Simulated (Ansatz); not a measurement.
Ansatz (an electronic-structure program) input for SiH₃Cl, SMILES Cl[SiH3], B3LYP-D3(BJ)/def2-TZVP. 

Ansatz 0.2 input:
```yaml
crystal:
  periodic: [false, false, false]
  atoms:
    - {symbol: Si, position_ang: [0.00000000, -0.00000000, -0.96493691]}
    - {symbol: Cl, position_ang: [-0.00000000, 0.00000000, 1.04514071]}
    - {symbol: H, position_ang: [1.20011025, 0.69288398, -1.41942515]}
    - {symbol: H, position_ang: [-1.20011025, 0.69288399, -1.41942515]}
    - {symbol: H, position_ang: [-0.00000001, -1.38576796, -1.41942515]}
basis:
  gaussian:
    orbitals: def2-TZVP
hamiltonian:
  xc: b3lyp
  dispersion: d3bj
relax: {f_tol: 0.002, max_steps: 200}
```

Log of the run:

```
WARN ansatz: RAYON_NUM_THREADS=1 ignored (pool sized by the plan → 1); use --threads N
Functional definition: B3LYP
integrals: 0.02 GiB planned
656 factors; their error is unknown
mean field: 0.23 GiB planned
mean field evaluation 1: about -20451.4196 eV, gradient 1.3e1 eV
mean field evaluation 2: about -20451.7522 eV, gradient 8.8e0 eV
mean field evaluation 4: about -20451.9155 eV, gradient 3.4e-1 eV
mean field evaluation 8: about -20451.9692 eV, gradient 3.4e-3 eV
mean field -20451.96923791 eV, -751.5960066504 hartree, gradient 5.0e-5 eV, S^2 0.000000; 0 other end points of the search recorded, 0 dependent functions left out
the calculation of the forces begins
reference -20451.96946233 eV, -751.5960148977 hartree; 17, 17 occupied and 75, 75 virtual orbitals, 656 factors
relax step   1: F+E_penalty+E_count = -20452.12236215 eV  Δ(F+E_penalty+E_count) = +0.000e0 eV  max|allowed force component| = 1.164e0 eV/Å  Δτ_max = 0.0000 Å  (24 SCF iters, accepted)
these checks for a lower state are left out or cut short: starts, cluster_reference, orbital_swaps, neighbouring_geometries, increment
integrals: 0.02 GiB planned
656 factors; their error is unknown
mean field: 0.23 GiB planned
mean field evaluation 16: about -20452.0092 eV, gradient 8.5e-2 eV
mean field -20452.00916338 eV, -751.5974738846 hartree, gradient 6.0e-5 eV, S^2 0.000000; 0 other end points of the search recorded, 0 dependent functions left out
the calculation of the forces begins
reference -20452.00938911 eV, -751.5974821797 hartree; 17, 17 occupied and 75, 75 virtual orbitals, 656 factors
relax step   2: F+E_penalty+E_count = -20452.16047563 eV  Δ(F+E_penalty+E_count) = -3.811e-2 eV  max|allowed force component| = 1.043e-1 eV/Å  Δτ_max = 0.0673 Å  (25 SCF iters, accepted)
these checks for a lower state are left out or cut short: starts, cluster_reference, orbital_swaps, neighbouring_geometries, increment
integrals: 0.02 GiB planned
656 factors; their error is unknown
mean field: 0.23 GiB planned
mean field -20452.01216504 eV, -751.5975841934 hartree, gradient 5.3e-5 eV, S^2 0.000000; 0 other end points of the search recorded, 0 dependent functions left out
the calculation of the forces begins
reference -20452.01239114 eV, -751.5975925023 hartree; 17, 17 occupied and 75, 75 virtual orbitals, 656 factors
relax step   3: F+E_penalty+E_count = -20452.16373784 eV  Δ(F+E_penalty+E_count) = -3.262e-3 eV  max|allowed force component| = 5.300e-3 eV/Å  Δτ_max = 0.0142 Å  (26 SCF iters, accepted)
these checks for a lower state are left out or cut short: starts, cluster_reference, orbital_swaps, neighbouring_geometries, increment
integrals: 0.02 GiB planned
656 factors; their error is unknown
mean field: 0.23 GiB planned
mean field -20452.01215947 eV, -751.5975839888 hartree, gradient 7.2e-6 eV, S^2 0.000000; 0 other end points of the search recorded, 0 dependent functions left out
the calculation of the forces begins
reference -20452.01238556 eV, -751.5975922975 hartree; 17, 17 occupied and 75, 75 virtual orbitals, 656 factors
relax step   4: F+E_penalty+E_count = -20452.16373870 eV  Δ(F+E_penalty+E_count) = -8.617e-7 eV  max|allowed force component| = 9.342e-4 eV/Å  Δτ_max = 0.0002 Å  (19 SCF iters, accepted)
integrals: 0.02 GiB planned
656 factors; their error is unknown
mean field: 0.23 GiB planned
mean field evaluation 32: about -20452.0122 eV, gradient 8.4e-6 eV
mean field -20452.01215947 eV, -751.5975839888 hartree, gradient 8.4e-6 eV, S^2 0.000000; 1 other end points of the search recorded, 0 dependent functions left out
the calculation of the forces begins
reference -20452.01238556 eV, -751.5975922975 hartree; 17, 17 occupied and 75, 75 virtual orbitals, 656 factors
Total energy: -20452.16396479 eV, -751.6031627313 hartree
Atom 0 at     0.000001     0.000000    -0.968230 Å, force    -0.000000    -0.000000     0.000934 eV/Å
Atom 1 at    -0.000003    -0.000002     1.098093 Å, force     0.000000     0.000000    -0.000700 eV/Å
Atom 2 at     1.212192     0.699859    -1.435982 Å, force     0.000060     0.000035    -0.000078 eV/Å
Atom 3 at    -1.212192     0.699862    -1.435976 Å, force    -0.000060     0.000035    -0.000078 eV/Å
Atom 4 at     0.000003    -1.399720    -1.435976 Å, force     0.000000    -0.000069    -0.000078 eV/Å
Dipole moment:     0.000004     0.000002    -0.274441 e Å
```

The calculation finished and met its thresholds.
